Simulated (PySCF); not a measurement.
# AsC⁻ at MN15

Level: MN15. PySCF, no relativity, basis sets As aug-pcseg-1, C aug-pcseg-1.

```
state                                                                                                             : ¹Σ⁺ (singlet), closed shell
bond length                                                                                                       : 1.704 Å
harmonic wavenumber                                                                                               : 1038 cm⁻¹
force constant                                                                                                    : 6.57 mdyn/Å
rotational constant Be                                                                                            : 0.5614 cm⁻¹
anharmonicity ωexe                                                                                                : 4.20 cm⁻¹
vibration–rotation constant αe                                                                                    : 0.00335 cm⁻¹
well depth De to As + C⁻                                                                                          : 5.79 eV
dissociation energy D0                                                                                            : 5.72 eV
HOMO–LUMO gap                                                                                                     : 6.47 eV
bond order (Mayer)                                                                                                : 2.63
dipole moment (positive dipole points towards C; it is taken about the centre of mass and depends on that origin) : -3.98 D
```

For an ion De counts to the pair picked by the measured ionisation energies or electron affinities, which need not be the lowest pair at this level.
